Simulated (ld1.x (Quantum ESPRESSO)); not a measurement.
Building the TM potential for copper (Cu) (Wu–Cohen, scalar-relativistic).

copper, norm-conserving Troullier–Martins (Kleinman–Bylander form), made with ld1.x (Quantum ESPRESSO) 7.5 (Wu–Cohen, scalar-relativistic). Core [Ne], reference 3s2 3p6 3d8 4s0 4p0 (charge +3). Waves: 3s (bound): rc 1.20 bohr; 3p (bound): rc 1.00 bohr; 3d (bound): rc 1.50 bohr; 4f channel at 0.1 Ry: rc 1.40 bohr. Local part: the f channel. Core correction: a·sin(br)/r model core inside 0.90 bohr.

All-electron outer shells of the reference configuration (Wu–Cohen, scalar-relativistic, ld1.x):

| shell | level (eV) | outermost node (bohr) | outermost maximum (bohr) |
| --- | --- | --- | --- |
| 2p | -964.20 | – | 0.16 |
| 3s | -160.45 | 0.29 | 0.61 |
| 3p | -117.72 | 0.26 | 0.62 |
| 3d | -48.93 | – | 0.59 |
| 4s | -34.29 | 0.86 | 1.81 |
| 4p | -25.83 | 0.92 | 2.11 |

What the tests gave:

| Property | Result |
| --- | --- |
| Cutoffs needed | 140 Ry and 230 Ry (the cutoffs (Ry, on a coarse ladder) from which the occupation-weighted sum of valence levels, in a spherical-Bessel basis at the reference potential, stays within 10 and 1 mRy of its value at 400 Ry) |
| Ghost test | no extra level below or beside the all-electron valence levels (s, p, d, f tested) (spherical-Bessel basis up to 400 Ry, 20 bohr box) |
| Largest excitation error | +1346 meV (all-electron minus pseudo) for 3s2 3p6 3d9 4s2 4p0, out of 7 test configurations |

Generation and tests took about 1.7 s on one core of a shared server CPU.
